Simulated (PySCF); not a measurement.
**Identify the compound**

An unknown has the formula C8H9N. Its calculated NMR data are:

1H NMR (500 MHz, computed): δ 8.71 (d, 1H), 7.90 (d, 1H), 7.66 (m, 1H), 7.05 (m, 1H), 6.19 (br s, 1H), 5.72 (br s, 1H), 2.29 (s, 3H).

13C{1H} NMR (computed): δ 161.1, 154.6, 153.5, 140.6, 126.6, 122.5, 119.7, 23.7.

[PySCF 2.14.0 with density-fitted response routines: PBE0/pcSseg-1 with gauge-including orbitals; coordinates at the PBE0-D3(BJ)/def2-SVP level; relativity neglected; in vacuum; fast rotation and ring inversion assumed for equivalent nuclei; a single conformation]

δ = σ(ref) − σ, references computed at the same level: TMS for 1H (σ = 31.27 ppm) and 13C (σ = 184.41 ppm).

Q: Which candidate is it?
A. c1ccc(N2CC2)cc1
B. C=C(C)c1ccncc1
C. C[C@@H]1C(C#N)=C1C1CC1
D. C=C(C)c1ccccn1

A: D. 

1. The formula gives 5 degrees of unsaturation (1 ring in the answer).
2. 8 carbon signals for 8 carbons: no two carbons are equivalent.
3. Carbon types of the structure: 2 × C, 4 × CH, 1 × CH2, 1 × CH3, which accounts for all hydrogens.
4. δC 161.1: substituted aromatic carbon next to a ring nitrogen.
5. δC 154.6: aromatic CH next to a ring nitrogen; the adjacent pyridine-type nitrogen withdraws density from it.
6. δC 153.5: fully substituted alkene carbon; an sp2 carbon of a C=C bond.
7. δC 119.7: terminal =CH2 carbon; the olefinic region.
8. δH 8.71: hydrogen on an aromatic CH next to a ring nitrogen; ring current plus the neighbouring ring nitrogen.

The others: c1ccc(N2CC2)cc1 would give 5 carbon signals, not 8; C[C@@H]1C(C#N)=C1C1CC1 has carbons computed at 159.7, 115.9, 91.1, 25.4, 22.9, 17.0, 16.4, 11.8, with a different DEPT pattern; C=C(C)c1ccncc1 would give 6 carbon signals, not 8.

Shifts are as computed. Against solution values, carbons near 30 ppm lie about +2 ppm off and those near 130 ppm about +5 ppm. Of 1211 compounds with measured shifts, 218 miss one by over three times the rms of a fit or turn the order of signals round; such compounds aren't used in these exercises. No couplings were computed; multiplicities are counted from neighbouring protons, with m where these are inequivalent, close in shift, in a saturated or five-membered ring or joined by F or P, and br s for small geminal =CH2 splittings.
